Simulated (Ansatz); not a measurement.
Geometry optimisation, RKS PBE-D4/def2-SVP (Ansatz).

input.yaml

```yaml
crystal:
  periodic: [false, false, false]
  atoms:
    - { symbol: W, position_ang: [-0.384167, -0.302484, -0.28535] }
    - { symbol: H, position_ang: [-0.109563, -0.278133, 1.407678] }
    - { symbol: H, position_ang: [1.14721, 0.126039, 0.208163] }
    - { symbol: H, position_ang: [-0.123795, 1.207101, 0.428843] }
    - { symbol: O, position_ang: [-2.157964, 0.181501, 0.129028] }
    - { symbol: H, position_ang: [-2.438885, 0.802339, 0.829313] }
    - { symbol: F, position_ang: [-0.124127, -2.15222, 0.046939] }
    - { symbol: F, position_ang: [0.24812, 0.447175, -1.898171] }
    - { symbol: Cl, position_ang: [2.57923, -1.525352, 1.372418] }
    - { symbol: H, position_ang: [1.339642, -1.354767, 1.848938] }
basis:
  gaussian: { orbitals: def2-SVP }
hamiltonian:
  xc: pbe
  dispersion: d4
relax:
  f_tol: 0.03
  max_steps: 50
```

Launched with:

```bash
$ ansatz run input.yaml --threads 4 --pin off --max-ram 5120MiB --backend cpu --events-out ev --progress --plain --runs-dir out
```

Q: Where does it end, and by what steps?

A: The run converged. The force dipped under the threshold on the way, but the program's further checks kept it going. After 43 steps the energy has fallen by 0.280 eV; Cl9 moved furthest, 2.23 Å.

```
step  energy less start (eV)  largest force component (eV/Å)  accepted
   0                  0.0000                           0.871       yes
   2                 -0.1259                           0.549       yes
   4                 -0.1601                           0.899       yes
   6                 -0.1637                           0.769        no
   8                 -0.1802                           0.311       yes
  10                 -0.1977                           0.818       yes
  12                 -0.2371                           0.343       yes
  14                 -0.2507                           0.136       yes
  16                 -0.2544                           0.044       yes
  18                 -0.2550                           0.038       yes
  20                 -0.2558                           0.091       yes
  22                 -0.2516                           0.408        no
  24                 -0.2589                           0.118       yes
  26                 -0.2610                           0.126       yes
  28                 -0.2647                           0.168       yes
  30                 -0.2700                           0.074       yes
  32                 -0.2721                           0.043       yes
  34                 -0.2740                           0.125       yes
  36                 -0.2761                           0.270       yes
  38                 -0.2782                           0.068       yes
  40                 -0.2791                           0.024       yes
  42                 -0.2795                           0.030       yes
  43                 -0.2796                           0.019       yes
```

```xyz
10
Properties=species:S:1:pos:R:3
W -0.281 -0.158 -0.430
H 0.528 0.401 0.939
H 1.129 0.735 -0.660
H -0.338 1.497 -0.120
O -1.747 -0.213 0.741
H -1.922 0.334 1.531
F 0.923 -1.633 -0.242
F -0.720 0.413 -2.178
Cl 1.061 -2.119 2.889
H 1.343 -2.105 1.617
```

Whether the end is a true minimum wasn't checked by a vibrational analysis.

Run time: 65 s on 4 threads of Arm Neoverse V2, on a shared host, peak memory 0.17 GiB.
